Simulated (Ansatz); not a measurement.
Reaction (silylene loss): `[SiH3]S[SiH2]Cl` → `S[SiH2]Cl` + `[SiH2]`

Isolated molecules relaxed with PBE0-D4/def2-TZVP in Ansatz; ΔE leaves out vibrations. CCSD(T)/CBS adds triple-zeta CCSD(T) − MP2 to the extrapolated MP2 energy (def2 sets, frozen cores). This one scheme is used for every species. Each species was taken in one conformer, which may not be the lowest.

```csv
species,CCSD(T)/def2-TZVPP energy (Eh)
`[SiH3]S[SiH2]Cl`,-1438.66954
`S[SiH2]Cl`,-1148.39230
`[SiH2]`,-290.16703
```

Task: Work out ΔE.

Result: ΔE = (-1148.39230) + (-290.16703) − (-1438.66954) = 0.11021 Eh = +289.4 kJ/mol. CCSD(T)/CBS gives +299.5 kJ/mol.

Largest T1 diagnostic among the species: 0.014.

The D4 term adds +17.9 kJ/mol with B3LYP and +9.7 kJ/mol with PBE0; it sums over pairs of atoms, weighted by their polarisabilities, and B3LYP, whose exchange is more repulsive, gets the larger term. From PBE to PBE0 (25 % exact exchange), in def2-TZVPP and without D4, ΔE moves by +10.7 kJ/mol.

B3LYP here is the variant with VWN-RPA as its local correlation; programs differ in this.
